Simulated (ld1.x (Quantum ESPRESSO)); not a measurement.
Building the PAW potential for Zr (BLYP, scalar-relativistic).

* Element: zirconium
* Generator: ld1.x (Quantum ESPRESSO) 7.5
* Type: PAW
* Functional: BLYP
* Relativity: scalar-relativistic
* Frozen core: [Kr]
* Valence charge: 4
* Reference configuration: 4d2 5s2 5p0
* Partial waves: 5s (bound): rcut 2.60, rcutus 3.05 bohr; 5s channel at 2.1 Ry: rcut 2.60, rcutus 3.05 bohr; 5p (bound, empty): rcut 2.50, rcutus 3.45 bohr; 5p channel at 5.15 Ry: rcut 2.50, rcutus 3.45 bohr; 4d (bound): rcut 2.30, rcutus 2.40 bohr; 4d channel at 3.1 Ry: rcut 2.30, rcutus 2.40 bohr
* Local potential: all-electron potential smoothed inside 2.95 bohr (lloc = -1)
* Core correction: Bessel-smoothed model core inside 2.35 bohr
* Augmentation charge: BESSEL, radius 2.45 bohr

All-electron outer shells of the reference configuration (BLYP, scalar-relativistic, ld1.x):

```tsv
shell	level (eV)	outermost node (bohr)	outermost maximum (bohr)
4s	-54.29	0.55	1.08
4p	-32.23	0.56	1.17
5s	-4.30	1.47	3.11
4d	-3.43	0.58	1.61
5p	-1.34	1.70	4.20
```

Is a potential produced?

No. ld1.x (Quantum ESPRESSO) 7.5 stopped with "new_paw_hamiltonian: negative rho": the pseudo-density turned negative during the self-consistent test, most likely because a state had been found with a wrong node count and its wave set to zero before. Before that it printed "Warning: n=1, l=0 expected 0 nodes, found 1".
